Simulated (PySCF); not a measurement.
Species: C₅H₉OP.
Structure used (PBE0-D3(BJ)/def2-SVP), in Å, numbered top down from 1:
```
atom  x, y, z in Å
C1     2.4597    0.5314   -0.6411
C2     1.7401   -0.5518   -0.3446
C3     0.4469   -0.5384    0.3959
C4    -0.7702   -1.3282   -0.1522
C5    -1.8801   -0.4186    0.4177
P6    -0.6499    0.9454    0.4163
O7    -0.5798    2.0827    1.3770
H8     3.4096    0.4557   -1.1762
H9     2.1346    1.5347   -0.3442
H10    2.1086   -1.5407   -0.6480
H11    0.5979   -0.8210    1.4550
H12   -0.7718   -1.3108   -1.2536
H13   -0.8199   -2.3796    0.1666
H14   -2.8068   -0.3043   -0.1598
H15   -2.1249   -0.6788    1.4592
H16   -0.6324    1.3094   -0.9674
```

Theory: TDDFT wB97X-D/def2-SVPD, vertical, gas phase, core orbitals frozen in the response in PySCF.

Computed states:

| state | E (eV) | f |
| --- | --- | --- |
| S1 | 6.96 | 0.048 |
| S2 | 7.22 | 0.089 |
| S3 | 7.28 | 0.048 |
| S4 | 7.32 | 0.026 |
| S5 | 7.56 | 0.134 |
| S6 | 7.65 | 0.024 |
| S7 | 7.79 | 0.030 |
| S8 | 7.92 | 0.017 |
| S9 | 7.97 | 0.058 |
| S10 | 8.10 | 0.051 |

Each state is given a Gaussian of 0.4 eV full width at half maximum, with ε(max) = 2.175×10⁸ f / Δν̃ (Δν̃ the width in cm⁻¹). The width is an assumption, not a result. The curve ends short of the highest state used, and states not computed would add to its high-energy end.

(1) Give the broadened spectrum and its maxima.

(2) Coming from long wavelengths, where does ε first pass 100 L mol⁻¹ cm⁻¹?

(3) Does any computed singlet lie in the visible range?

(4) On this curve, what absorbance would a 10⁻³ mol/L sample give at 193 nm over a 1 cm path?

Results:

(1) 
```tsv
λ (nm)	ε (L mol⁻¹ cm⁻¹)
165.3	14097
166.6	14069
167.8	13983
169.1	13827
170.4	13463
171.7	12734
173.0	11603
174.3	10184
175.6	8661
176.9	7188
178.2	5847
179.5	4651
180.8	3592
182.1	2667
183.4	1889
184.7	1267
186.0	802
187.3	478
188.6	268
189.9	142
191.2	71
192.5	33
193.8	15
195.1	6
```

Maxima: 166 nm (7.49 eV), ε about 14000, made up of S2 (12%), S3 (11%) and S5 (58%) (ε in L mol⁻¹ cm⁻¹; maxima over ε = 5, shares over 10%).

(2) At about 191 nm (6.51 eV), 0.45 eV below S1.

(3) No computed singlet lies in the visible range (380 to 750 nm); the lowest, at 178 nm, stands 3.69 eV above its violet end (3.26 eV).

(4) 193 nm is 6.424 eV, where ε is about 25 L mol⁻¹ cm⁻¹, so A = ε c l ≈ 0.025 (Beer–Lambert, with the gas-phase spectrum and the assumed width).

All these states lie below the vertical ionisation energy of 9.68 eV (ΔSCF).

The run took 4.1 min wall on Arm Neoverse V1, one thread, on a shared host, and the process peaked at 0.94 GiB of memory.

One conformer stands for the species.
